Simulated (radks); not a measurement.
Effect of the nuclear size on the cerium ion Ce+, [Xe] 4f1 5d2. All-electron calculation, Dirac Kohn-Sham, exchange-only LDA, spin-unpolarised, spherical densities, finite nucleus; open shells are shared between the two j in proportion to 2j + 1; Fermi nuclear charge, rms radius 4.8771 fm. Program: a radial shooting solver on a logarithmic mesh with Libxc functionals. The rms radius is varied about that value; shifts are against it.

| rms radius (fm) | total energy shift (eV) | density at nucleus (e/bohr^3) | 1s1/2 shift (meV) | 2s1/2 shift (meV) | 5s1/2 shift (meV) | 5p1/2 shift (meV) | 6s1/2 (empty) shift (meV) |
|---|---|---|---|---|---|---|---|
| 3.9797 | -3.51 | 3.978e+05 | -1460 | -178 | -1.45 | 0.067 | -0.182 |
| 4.6723 | -0.850 | 3.848e+05 | -353 | -43.2 | -0.352 | 0.016 | -0.044 |
| 4.8771 | 0 | 3.814e+05 | 0.000 | 0.000 | 0.000 | 0.000 | 0.000 |
| 5.0283 | 0.646 | 3.789e+05 | 269 | 32.8 | 0.268 | -0.012 | 0.034 |
| 6.0476 | 5.40 | 3.647e+05 | 2250 | 275 | 2.24 | -0.104 | 0.280 |

Slopes of the eigenvalues against <r^2> in GHz/fm^2, as finite differences over the two radii next to the reference (eigenvalue slopes, not the field-shift constants of lines): 1s1/2 43500, 2s1/2 5320, 5s1/2 43.4, 5p1/2 -2.01, 6s1/2 (empty) 5.44.
